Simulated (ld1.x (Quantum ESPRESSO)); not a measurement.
Plane-wave convergence, TM potential for Li (Z = 3)

Li, norm-conserving Troullier–Martins (Kleinman–Bylander form), made with ld1.x (Quantum ESPRESSO) 7.5 (LDA (PZ), non-relativistic). Core [He], reference 2s0 2p1. Waves: 2p (bound): rc 4.20 bohr; 2s (bound, empty): rc 2.20 bohr. Local part: the s channel. Core correction: a·sin(br)/r model core inside 1.15 bohr.

The pseudo-atom Hamiltonian at the reference potential is diagonalised in spherical Bessel functions j_l(qr) that vanish at 20 bohr, with q² up to the cutoff. All-electron valence levels (Ry): 2p -0.1163, 2s -0.2457.

Task: How do the lowest levels (Ry) of each channel move with the cutoff, and are there ghosts?

Result:

```json
{"cutoff (Ry)": "8", "p #1": "-0.1163", "s #1": "-0.2455", "s #2": "-0.0198", "d #1": "0.0192", "f #1": "0.0792", "f #2": "0.1979", "Σ f·Δε (mRy)": "0.0"}
{"cutoff (Ry)": "10", "p #1": "-0.1163", "s #1": "-0.2455", "s #2": "-0.0198", "d #1": "0.0192", "f #1": "0.0792", "f #2": "0.1979", "Σ f·Δε (mRy)": "0.0"}
{"cutoff (Ry)": "400", "p #1": "-0.1163", "s #1": "-0.2457", "s #2": "-0.0199", "d #1": "0.0192", "f #1": "0.0792", "f #2": "0.1979", "Σ f·Δε (mRy)": "0.0"}
```

Result: no extra level below or beside the all-electron valence levels (p, s, d, f tested); 10 mRy is reached at 6 Ry and 1 mRy at 6 Ry.
